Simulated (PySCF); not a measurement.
Species: C5H9NO.
Atom-mapped SMILES: `[CH3:1][C:2](=[O:3])[NH:4][CH:5]1[CH2:6][CH2:7]1` (hydrogens: H8, H9, H10 on C1; H11 on N4; H12 on C5; H13, H14 on C6; H15, H16 on C7)

Cartesian coordinates in Å at the PBE0-D3(BJ)/def2-SVP level; atoms count from 1:
```xyz
16
C5H9NO angstrom
C      2.7206    0.0649    0.2461
C      1.4416    0.5368   -0.4114
O      1.4251    1.3663   -1.2987
N      0.3074   -0.0440    0.0767
C     -0.9860    0.2840   -0.4228
C     -2.1637    0.3867    0.4958
C     -2.0664   -0.7491   -0.4903
H      2.8321   -1.0271    0.1604
H      3.5669    0.5555   -0.2474
H      2.7276    0.3236    1.3164
H      0.3841   -0.7254    0.8200
H     -0.8954    1.0046   -1.2390
H     -2.8943    1.1807    0.3196
H     -2.0028    0.1548    1.5532
H     -1.8411   -1.7447   -0.0950
H     -2.7290   -0.7559   -1.3599
```

Linear response at wB97X-D/def2-SVPD (PySCF, frozen core in the response, non-relativistic). Isolated species at its PBE0-D3(BJ)/def2-SVP geometry (one conformer only).

Static isotropic polarisability: 71.12 au (10.54 Å³), principal values 58.9, 66.9, 87.6 au.

**Question.** What is the polarisability at 1064 nm and at the sodium D line?

**Answer.** 71.68 au at 1064 nm (+0.8 %), 73.00 au at 589.3 nm (+2.6 %). The rise at 589.3 nm is 3.37 times that at 1064 nm; a pure ω² law gives 3.26. The lowest singlet lies at 213 nm, shorter than both wavelengths.

**Question.** What is the isotropic C6 coefficient between two such molecules, C6 = (3/π)∫α(iω)² dω?

**Answer.** 2206 au (Eh·bohr⁶) by a ten-point quadrature over imaginary frequencies, which is 1320 eV·Å⁶ or 127 J·nm⁶/mol.

**Question.** Which effective excitation energy ω̄ makes London's formula C6 = (3/4)α²ω̄ exact here?

**Answer.** ω̄ = 4·C6/(3α²) = 0.581 Eh = 15.8 eV. A one-pole form α(ω) = α/(1 − ω²/ω̄²) fitted to the 1064 nm value gives 13.2 eV. London's choice of the ionisation energy (8.95 eV, ΔSCF at the same level) gives C6 = 1250 au, 43 % too low.

**Question.** The lowest 6 singlets have (eV, f): 5.82, 0.001; 6.62, 0.004; 6.96, 0.289; 7.46, 0.038; 7.57, 0.001; 7.72, 0.013. What share of the static polarisability do they carry in the sum over states α = Σ f/ω²?

**Answer.** 5.18 au, 7.3 % of α; the largest term, 4.41 au, is that of the state at 6.96 eV. Their oscillator strengths add up to 0.35. Higher states carry the rest.

**Question.** How many electrons N does the Slater–Kirkwood formula C6 = (3/4)·√N·α^(3/2) need to give this C6?

**Answer.** N = (4·C6/3)²/α³ = 24.0; the species has 54 electrons in all.

**Question.** What n − 1 at the D line would an ideal gas of it have at 273.15 K and 1 atm (2.6868 × 10¹⁹ cm⁻³), by n − 1 = 2π·N·α′?

**Answer.** 18.26 × 10⁻⁴, a formal value whether or not that pressure can be reached.

**Question.** How anisotropic is the static polarisability, by Δα² = ½[(α1 − α2)² + (α2 − α3)² + (α3 − α1)²]?

**Answer.** Δα = 25.6 au, or 0.36 of the isotropic value.

**Question.** What three-body coefficient follows from the one-pole estimate C9 = (3/4)·α·C6?

**Answer.** 118000 au. This is an estimate from the two numbers above, not a computed integral.

wB97X-D is run here without its empirical dispersion term; that term would change no orbital, density or response property at a fixed geometry.
